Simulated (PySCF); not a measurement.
In(All)2(H), C₆H₁₁In, SMILES C=C[CH2][InH][CH2]C=C (GFN2-xTB optimised geometry):

```
18

In    -0.730     1.473     0.000
C      1.573     1.473     0.000
C      2.025     0.083    -0.016
C      2.348    -0.593    -1.115
H      1.871     2.016     0.897
H      1.863     2.027    -0.894
H      2.069    -0.417     0.947
H      2.325    -0.127    -2.089
H      2.676    -1.618    -1.076
C     -2.052    -0.414     0.002
C     -1.172    -1.581     0.003
C     -0.790    -2.237     1.096
H     -2.676    -0.342    -0.889
H     -2.663    -0.338     0.902
H     -0.800    -1.901    -0.965
H     -1.147    -1.954     2.075
H     -0.140    -3.093     1.046
H     -1.574     3.093     0.000
```

Computed with PySCF with PBE0/def2-SVP, def2 effective core potentials past Kr.

Problem. What are the frontier orbital energies and the dipole moment?

Solution. HOMO-2 -8.61 eV, HOMO-1 -6.39 eV, HOMO -5.88 eV, LUMO -1.54 eV, LUMO+1 -0.68 eV; dipole moment 0.54 D.

On the same geometry PBE/def2-SVP, def2 effective core potentials past Kr in PySCF gives HOMO-2 -7.34 eV, HOMO-1 -5.36 eV, HOMO -4.91 eV, LUMO -2.26 eV, LUMO+1 -1.55 eV; dipole moment 0.48 D.
